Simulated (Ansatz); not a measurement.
## GeTe (SMILES [Ge][Te]): the vertical ionisation energy from total energies

GeTe: 2 atoms, total charge 0, spin state singlet. As SMILES, `[Ge][Te]`. The bond length is the measured one.

```xyz
2

Ge    0.0000    0.0000    0.0000
Te    0.0000    0.0000    2.3402
```

Both states at this one shape; open shells run unrestricted unless said. 1 Eh = 27.2114 eV.

| level | program | singlet GeTe (Eh) | doublet GeTe+ (Eh) | HOMO of the first (eV) |
| --- | --- | --- | --- | --- |
| BHLYP/def2-TZVP (core potential) | Ansatz | -2344.984756 | -2344.657008 | -7.74 |
| PBE0/def2-TZVP (core potential) | Ansatz | -2344.810925 | -2344.476554 | -7.06 |
| HSE06/def2-TZVP (core potential) | Ansatz | -2344.810388 | -2344.476028 | -6.68 |

Question: Work out the vertical ionisation energy at each level.

Answer: 
1. BHLYP/def2-TZVP (core potential): -2344.657008 − (-2344.984756) = 0.327748 Eh = 8.92 eV; −ε(HOMO) = 7.74 eV.
2. PBE0/def2-TZVP (core potential): -2344.476554 − (-2344.810925) = 0.334371 Eh = 9.10 eV; −ε(HOMO) = 7.06 eV.
3. HSE06/def2-TZVP (core potential): -2344.476028 − (-2344.810388) = 0.334360 Eh = 9.10 eV; −ε(HOMO) = 6.68 eV.

No measured value is set beside it here; the levels span 8.92 to 9.10 eV. Spin-orbit coupling, which splits open shells on such heavy atoms by tenths of an eV, is left out.
